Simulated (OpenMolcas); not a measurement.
A calculation on S+.

- Program: OpenMolcas 26.06
- Method: SS-CASPT2, IPEA 0.25 Eh, imaginary shift 0.1 Eh (closed shells correlated: 2s 2p)
- Basis: ANO-RCC-VQZP [6s5p3d2f1g]
- Scalar Hamiltonian: DKH2, point nucleus
- Active space: 5 electrons in 4 orbitals (3s 3p)
- State averaging: 2S+1 = 4 odd, 1 root; 2S+1 = 2 odd, 8 roots; 2S+1 = 4 even, 3 roots; 2S+1 = 2 even, 9 roots
- Spin-orbit coupling: RASSI with atomic mean-field integrals over the reference wave functions, term energies averaged over their components

Question: Which level of the active space comes out lowest?

Answer: 3s² 3p³ ⁴S°_3/2, with 100 % of that term; it is also the measured ground level.

Question: How high does 3s 3p⁴ ²S_1/2 lie?

Answer: 133280 cm⁻¹ above the lowest level; measured 119784 cm⁻¹ above the ground level, so the calculation is off by +11 %.

Question: How high does 3s 3p⁴ ²D_5/2 lie?

Answer: 108960 cm⁻¹ above the lowest level; measured 97919 cm⁻¹ above the ground level, so the calculation is off by +11 %.

Question: How high does 3s 3p⁴ ²P_3/2 lie?

Answer: 144540 cm⁻¹ above the lowest level.

Measured values: NIST Handbook of Basic Atomic Spectroscopic Data.

Term energies are means over components that CASPT2 splits; among the terms shown or strongly mixed into the levels shown the widest spread is 1200 cm-1 (3s 3p⁴ ²D). Over all roots computed the reference weight is 0.87 to 0.96; the roots of lowest weight are the least certain, and an intruder state may touch them. Terms of s pⁿ other than that of highest spin mix with s² pⁿ⁻² d, which this space lacks; all of them can be thousands of cm-1 off, and some have no real level of that name. Measured partners are found by configuration, term and J. A level has none where our copy of the source lacks it or the pairing is in doubt (some pairs that miss far off the trend of their configuration count as doubtful), and it then counts in no deviation. Only configurations of the active space appear.

° marks odd parity.
